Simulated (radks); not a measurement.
Results of a calculation; reference values are marked as such.
The cobalt ion Co2+, configuration [Ar] 3d4.5 4p2.5 (fractional occupations, a model configuration). Code: a radial shooting solver on a logarithmic mesh with Libxc functionals. Model: scalar-relativistic Kohn-Sham, PBE, spin-unpolarised, spherical densities, finite nucleus; Fermi nuclear charge, rms radius 3.7875 fm.

Local quantities along the radius. ELF = 1/(1 + alpha^2) is the electron localisation function; alpha = (tau - tau_W)/tau_unif compares the Pauli kinetic energy density with that of the uniform gas; 4 pi r^2 rho is in e/bohr. tau is taken from the large components.

r (bohr)    ELF    alpha  4 pi r^2 rho
0.001864  1.000  0.01665        0.5999
0.002427  1.000  0.01681        0.9765
0.003161  1.000  0.01731         1.575
0.004148  1.000  0.01826         2.545
0.005402  1.000  0.01978         3.991
0.007034  1.000  0.02213         6.132
0.009159  0.999  0.02578         9.176
0.01202   0.999  0.03182         13.41
0.01565   0.998  0.04170         18.51
0.02038   0.996  0.05938         24.12
0.02654   0.991  0.09385         29.22
0.03484   0.971   0.1715         32.38
0.04537   0.890   0.3517         32.18
0.05907   0.626   0.7722         29.15
0.07692   0.329    1.427         26.07
0.101     0.315    1.474         26.89
0.1315    0.568   0.8714         32.26
0.1712    0.786   0.5218         36.73
0.2229    0.811   0.4825         33.25
0.2926    0.526   0.9494         22.28
0.381     0.173    2.188         14.58
0.4961    0.387    1.258         15.43
0.646     0.750   0.5777         17.87
0.8411    0.773   0.5420         14.35
1.104     0.517   0.9673         7.328
1.438     0.130    2.583         2.991
1.872     0.117    2.744         1.711
2.438     0.367    1.315         1.299
3.199     0.393    1.242        0.6633
4.166     0.159    2.302        0.1818
5.425     0.017    7.616       0.02274
7.064     0.000    50.30      0.001025

On this mesh the ELF has minima near r = 0.088, 0.38, 1.6 bohr, which separate the shells, and maxima near 0.20 (0.82), 0.74 (0.79), 2.8 (0.43).
